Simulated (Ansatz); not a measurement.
`CC(Cl)BS` + HBr → `CC(Cl)Br` + `BS`  (substitution at a C–B bond)

Program: Ansatz. Geometries: PBE0-D4/def2-TZVP. ΔE: electronic, gas phase. CCSD(T)/CBS is the MP2 limit (def2-TZVPP, def2-QZVPP) plus CCSD(T) − MP2 in def2-TZVPP, frozen cores. This one scheme is used for every species. DFT in def2-TZVPP. For Br outer-core shells are correlated without core-valence functions, which leaves a few kJ/mol of doubt a bond. Scalar relativity is left out up to krypton. One conformer a species, not always the lowest.

`CC(Cl)BS`:

Z-matrix (Å, degrees):
```
C
C 1 1.507
H 1 1.094 2 109.5
H 1 1.091 2 111.2 3 -119.5
H 1 1.092 2 111.6 3 120.2
Cl 2 1.816 1 110.1 3 -178.9
B 2 1.576 1 120.3 3 -64.4
H 2 1.092 1 110.5 3 66.2
S 7 1.773 2 125.8 1 -13.0
H 7 1.193 2 119.4 1 167.8
H 9 1.345 7 99.4 2 2.1
```

HBr:

```xyz
2

Br    0.632   -0.186   -0.265
H    -0.632    0.186    0.265
```

`CC(Cl)Br`:

Z-matrix (Å, degrees):
```
C
C 1 1.503
H 1 1.090 2 110.7
H 1 1.091 2 109.8 3 120.3
H 1 1.092 2 109.4 3 -119.9
Cl 2 1.770 1 111.2 3 61.3
Br 2 1.948 1 110.6 3 -62.1
H 2 1.086 1 112.9 3 -179.0
```

`BS`:

Z-matrix (Å, degrees):
```
B
S 1 1.765
H 1 1.192 2 115.8
H 1 1.190 2 121.4 3 -180.0
H 2 1.344 1 99.2 3 180.0
```

```json
{"species": "`CC(Cl)BS`", "B2PLYP energy (Eh)": "-962.79706"}
{"species": "HBr", "B2PLYP energy (Eh)": "-2574.37376"}
{"species": "`CC(Cl)Br`", "B2PLYP energy (Eh)": "-3112.43283"}
{"species": "`BS`", "B2PLYP energy (Eh)": "-424.71791"}
```

Question: Work out ΔE.

Answer: ΔE = (-3112.43283) + (-424.71791) − (-962.79706) − (-2574.37376) = 0.02008 Eh = +52.7 kJ/mol. CCSD(T)/CBS gives +56.1 kJ/mol.

Largest T1 diagnostic among the species: 0.015.

The D4 term adds +5.4 kJ/mol with B3LYP and +3.4 kJ/mol with PBE0; it sums over pairs of atoms, weighted by their polarisabilities, and B3LYP, whose exchange is more repulsive, gets the larger term. In def2-TZVPP, CCSD(T) changes the Hartree–Fock value by +6.2 kJ/mol (the triples alone add −0.0 kJ/mol) and MP2 by +3.7 kJ/mol. From PBE to PBE0 (25 % exact exchange), in def2-TZVPP and without D4, ΔE moves by +3.1 kJ/mol.

B3LYP here is the variant with VWN-RPA as its local correlation; programs differ in this.
